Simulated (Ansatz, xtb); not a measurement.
**C5H3NS: which of two isomers lies lower**

We compare I, `C#Cc1cscn1`, a singlet, with II, `C#Cc1nccs1`, a singlet. Both are isolated molecules in the gas phase, relaxed with r2SCAN-D4/def2-SVP.

Quicker runs give these differences E(II) − E(I): GFN2-xTB −1.08 kcal/mol; HF/STO-3G +0.98 kcal/mol (at GFN2-xTB geometries); r2SCAN-D4/def2-SVP//GFN2-xTB −0.73 kcal/mol.

Task: Estimate which is lower in electronic energy at CCSD(T)/def2-SVP + ΔMP2/def2-TZVPP, and by roughly how much.

Result: CCSD(T)/def2-SVP + ΔMP2/def2-TZVPP gives E(II) − E(I) = +0.52 kcal/mol, slightly favouring structure I, which is too small a margin to settle the true order.

The same difference at several levels:

```tsv
level	geometry	E(II) − E(I) (kcal/mol)	departure from the last row (kcal/mol)	job, with rough time for the two
GFN2-xTB	GFN2-xTB	−1.08	−1.60	optimisation, 0.16 s
HF/STO-3G	GFN2-xTB	+0.98	+0.46	single point, 0.44 s
r2SCAN-D4/def2-SVP//GFN2-xTB	GFN2-xTB	−0.73	−1.25	single point, 5.7 s
r2SCAN-D4/def2-SVP	r2SCAN-D4/def2-SVP	−0.76	−1.28	optimisation, 52 s
HF/def2-SVP	r2SCAN-D4/def2-SVP	+1.36	+0.84	part of the CCSD(T) run
MP2/def2-SVP	r2SCAN-D4/def2-SVP	−0.21	−0.73	part of the CCSD(T) run
CCSD(T)/def2-SVP	r2SCAN-D4/def2-SVP	+0.35	−0.17	single point
CCSD(T)/def2-SVP + ΔMP2/def2-TZVPP	r2SCAN-D4/def2-SVP	+0.52		single point, 65 s
```

As drawn, both hold the same kinds of bond in the same numbers.

The largest departure from CCSD(T)/def2-SVP + ΔMP2/def2-TZVPP is that of GFN2-xTB, 1.60 kcal/mol. The last row adds to CCSD(T) the change of the MP2 difference between the two basis sets, here +0.17 kcal/mol.

With thermal terms from frequencies at re-optimised GFN2-xTB minima (ideal gas, soft modes damped towards free rotors, one conformer each, 298.15 K, 1 atm): on the last row, ΔE + ΔZPE = +0.52, ΔH = +0.53, ΔG = +0.51 kcal/mol.

The correlated steps freeze 11 core orbitals. Run with Ansatz 0.2.0, xtb 6.7.1; the last row on 2 threads of Arm Neoverse V1 on a shared host.
